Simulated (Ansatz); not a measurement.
Computed with frozen-core CCSD(T)/cc-pVTZ // PBE-D3(BJ)/def2-TZVP in Ansatz (a program for electronic structure). The restricted HF reference is unstable towards unrestricted orbitals.

Ansatz 0.2 input:
```yaml
crystal:
  periodic: [false, false, false]
  atoms:
    - { symbol: N, position_ang: [1.99943, -0.084729, 0.361926] }
    - { symbol: C, position_ang: [0.855063, -0.02042, 0.154648] }
    - { symbol: C, position_ang: [-0.589504, 0.022801, -0.106692] }
    - { symbol: O, position_ang: [-1.198186, 1.062196, -0.225458] }
    - { symbol: H, position_ang: [-1.066802, -0.979847, -0.184424] }
basis:
  gaussian: { orbitals: cc-pVTZ }
correlation:
  method: ccsd_t
```

Output:

```
Functional definition: HF
799 factors; integrals over basis functions are off by at most 1.2e-3 eV
mean field evaluation 1: about -5592.4284 eV, gradient 4.2e1 eV
mean field evaluation 2: about -5592.4328 eV, gradient 4.2e1 eV
mean field evaluation 4: about -5596.2055 eV, gradient 3.9e0 eV
mean field evaluation 8: about -5596.2804 eV, gradient 7.2e-1 eV
mean field evaluation 16: about -5593.5561 eV, gradient 3.9e1 eV
mean field -5596.28297626 eV, -205.6596060807 hartree, gradient 6.0e-6 eV, S^2 0.000000; 0 other end points of the search recorded, 0 dependent functions left out; unrestricted orbitals would lower it
4 core orbitals not correlated
reference -5596.28297626 eV, -205.6596060807 hartree; 10, 10 occupied and 120, 120 virtual orbitals, 799 factors
second order -19.64454378 eV of doubles, -0.00000000 eV of singles
cycle   1  -18.87587770 eV  change    7.7e-1 eV  update   1.2e-1
cycle   2  -19.52566594 eV  change   -6.5e-1 eV  update   4.2e-2
cycle   3  -19.67844287 eV  change   -1.5e-1 eV  update   1.9e-2
cycle   4  -19.67053462 eV  change    7.9e-3 eV  update   5.5e-3
cycle   5  -19.67280728 eV  change   -2.3e-3 eV  update   2.3e-3
cycle   6  -19.67506632 eV  change   -2.3e-3 eV  update   7.1e-4
cycle   7  -19.67496032 eV  change    1.1e-4 eV  update   3.1e-4
cycle   8  -19.67482654 eV  change    1.3e-4 eV  update   9.7e-5
cycle   9  -19.67483877 eV  change   -1.2e-5 eV  update   3.9e-5
cycle  10  -19.67481695 eV  change    2.2e-5 eV  update   1.3e-5
cycle  11  -19.67480191 eV  change    1.5e-5 eV  update   5.0e-6
perturbative correction -1.01380880 eV, -0.0372567863 hartree
Total energy: -5616.97158697 eV, -206.4198985012 hartree
```

Cost: about 14 core-seconds (a rough figure).
